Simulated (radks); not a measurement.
Dipole-allowed excitations along the series with 48 electrons in [Kr] 4d10 5s2. Calculated with a radial shooting solver on a logarithmic mesh with Libxc functionals: scalar-relativistic Kohn-Sham, LDA (Slater exchange, VWN5 correlation), spin-polarised, spherical densities, finite nucleus; Fermi nuclear charge, rms radius of each element as measured or else 0.836 A^(1/3) + 0.57 fm. Time-dependent linear response with the Hartree and adiabatic LDA kernel, continuum included through the Sternheimer equations, no spin-orbit coupling, so fine structure and intercombination lines are absent. Lines are the poles of the dipole polarisability below minus the highest occupied eigenvalue, found on a grid refined at the orbital gaps; the lowest seven at most are given, and weak or close lines can be missed. The first line takes the name of the lowest orbital gap if no other gap lies below it; otherwise a line is named after a gap within 0.6 % of it, if that gap stands alone.

species,-e(HOMO) (eV),lowest orbital gap (eV),first line (eV),f,static alpha (bohr^3)
Te4+,53.775,5s-5p 11.861,14.229 (5s-5p),1.58,7.400
I5+,69.587,5s-5p 13.588,16.219 (5s-5p),1.57,5.690
Xe6+,86.783,5s-5p 15.331,18.209 (5s-5p),1.57,4.502
